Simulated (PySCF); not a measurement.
CH5GaN (SMILES [CH3][Ga+][NH2]), charge +1, singlet, at a GFN2-xTB geometry (such geometries of metal compounds can be far from the true shape); PySCF with SVWN5/STO-3G.

The PySCF input:
```python
from pyscf import gto, scf, dft

mol = gto.Mole()
mol.atom = '''
    Ga   -0.020782   -0.041393    0.018720
    C    -0.329657    1.590347   -1.183725
    H    -1.183712    2.142603   -0.780540
    H    -0.533255    1.223758   -2.194273
    H     0.585327    2.190416   -1.152936
    N     0.456383   -1.421577    1.124747
    H     0.548975   -2.362451    0.735364
    H     0.010157   -1.502186    2.041189
'''
mol.basis = 'sto-3g'
mol.charge = 1
mol.spin = 0
mol.verbose = 4
mol.build()

mf = dft.RKS(mol)
mf.xc = 'lda,vwn'
mf.kernel()
mf.analyze()
```

Output, abridged:

```
PySCF version 2.14.0

[INPUT] verbose = 4
[INPUT] num. atoms = 8
[INPUT] num. electrons = 48
[INPUT] charge = 1
[INPUT] spin (= nelec alpha-beta = 2S) = 0
[INPUT] symmetry False subgroup None
[INPUT] Mole.unit = angstrom
[INPUT] Symbol           X                Y                Z      unit          X                Y                Z       unit  Magmom
[...]
nuclear repulsion = 170.297956024039
number of shells = 19
number of NR pGTOs = 99
number of NR cGTOs = 33
basis = sto-3g
ecp = {}

******** <class 'pyscf.dft.rks.RKS'> ********
method = RKS
initial guess = minao
damping factor = 0
level_shift factor = 0
DIIS = <class 'pyscf.scf.diis.CDIIS'>
diis_start_cycle = 1
diis_space = 8
diis_damp = 0
SCF conv_tol = 1e-09
SCF conv_tol_grad = None
SCF max_cycles = 50
direct_scf = True
direct_scf_tol = 1e-13
XC library pyscf.dft.libxc version 7.1.2
    S. Lehtola, C. Steigemann, M. J. T. Oliveira, and M. A. L. Marques,  SoftwareX 7, 1–5 (2018)
XC functionals = lda,vwn
    P. A. M. Dirac,  Math. Proc. Cambridge Philos. Soc. 26, 376 (1930)
    F. Bloch,  Z. Phys. 57, 545 (1929)
    S. H. Vosko, L. Wilk, and M. Nusair,  Can. J. Phys. 58, 1200 (1980)
radial grids:
    Treutler-Ahlrichs [JCP 102, 346 (1995); DOI:10.1063/1.469408] (M4) radial grids

becke partition: Becke, JCP 88, 2547 (1988); DOI:10.1063/1.454033
pruning grids: <function nwchem_prune>
grids dens level: 3
symmetrized grids: False
atomic radii adjust function: <function treutler_atomic_radii_adjust>
small_rho_cutoff = 0
Set gradient conv threshold to 3.16228e-05
Initial guess from minao.
tot grids = 97968
init E= -1990.71837059439
[...]
cycle= 1 E= -1992.56364906149  delta_E= -1.85  |g|= 0.476  |ddm|= 3.28
[...]
cycle= 2 E= -1983.60323533465  delta_E= 8.96  |g|=  4.1  |ddm|= 5.02
[...]
cycle= 3 E= -1992.08578254156  delta_E= -8.48  |g|= 1.33  |ddm|= 4.91
[...]
cycle= 4 E= -1992.62536143814  delta_E= -0.54  |g|= 0.239  |ddm|= 1.79
[...]
cycle= 5 E= -1992.64414189867  delta_E= -0.0188  |g|= 0.13  |ddm|= 0.53
[...]
cycle= 6 E= -1992.64820769831  delta_E= -0.00407  |g|= 0.0597  |ddm|= 0.187
[...]
cycle= 7 E= -1992.64943304751  delta_E= -0.00123  |g|= 0.0196  |ddm|= 0.145
[...]
cycle= 8 E= -1992.6495074523  delta_E= -7.44e-05  |g|= 0.00656  |ddm|= 0.244
[...]
cycle= 9 E= -1992.64951249958  delta_E= -5.05e-06  |g|= 0.00929  |ddm|= 0.323
[...]
cycle= 10 E= -1992.64961147093  delta_E= -9.9e-05  |g|= 0.00552  |ddm|= 0.162
[...]
cycle= 11 E= -1992.6496211463  delta_E= -9.68e-06  |g|= 0.000775  |ddm|= 0.0227
[...]
cycle= 12 E= -1992.64961255172  delta_E= 8.59e-06  |g|= 0.00173  |ddm|= 0.0702
[...]
cycle= 13 E= -1992.64962178487  delta_E= -9.23e-06  |g|= 0.000825  |ddm|= 0.0615
[...]
cycle= 14 E= -1992.64962301852  delta_E= -1.23e-06  |g|= 7.65e-05  |ddm|= 0.0198
[...]
cycle= 15 E= -1992.64962303491  delta_E= -1.64e-08  |g|= 2.1e-05  |ddm|= 0.00174
[...]
cycle= 16 E= -1992.64962303558  delta_E= -6.78e-10  |g|= 1.19e-05  |ddm|= 0.000404
[...]
Extra cycle  E= -1992.64962303388  delta_E= 1.7e-09  |g|= 6.52e-05  |ddm|= 0.000319
converged SCF energy = -1992.64962303388
**** SCF Summaries ****
Total Energy =                       -1992.649623033878697
Nuclear Repulsion Energy =             170.297956024038513
One-electron Energy =                -3112.958478212260161
Two-electron Energy =                  950.010899154343178
Two-electron Coulomb Energy =         1034.982915783656836
DFT Exchange-Correlation Energy =      -84.972016629313600
HOMO-LUMO gap [eV] =                     0.047286296839146
**** MO energy ****
[...]
 ** Mulliken pop on meta-lowdin orthogonal AOs  **
 ** Mulliken pop  **
[...]
 ** Mulliken atomic charges  **
charge of    0Ga =      0.62284
charge of    1C =     -0.20528
charge of    2H =      0.12032
charge of    3H =      0.12072
charge of    4H =      0.11449
charge of    5N =     -0.19541
charge of    6H =      0.21116
charge of    7H =      0.21116

WARN: System has nonzero charge 1; the dipole moment is origin-dependent.
Location of origin: [0. 0. 0.]

Dipole moment(X, Y, Z, Debye): -0.34813, -1.47183,  0.82311
```
